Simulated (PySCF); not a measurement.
A calculated (M06-2X, PySCF 2.14, x2c-SVPall, the spin-free X2C one-electron Hamiltonian (Gaussian nucleus)) atom or ion has these occupied shells.

```csv
shell,electrons,orbital energy (eV),"rms radius, mean of both spins (bohr)"
1s α,1,-6526.1,0.0704
1s β,1,-6526.1,0.0704
2s α,1,-789.23,0.302
2s β,1,-786.49,0.302
2p α,3,-673.21,0.273
2p β,3,-670.76,0.273
3s α,1,-115.30,0.919
3s β,1,-109.05,0.919
3p α,3,-82.681,0.989
3p β,3,-74.876,0.989
3d α,5,-30.730,1.26
```

Task: Name the element and its charge.

Result: Mn²⁺ (manganese, charge +2), in [Ar] 3d5, high-spin 6S determinant.
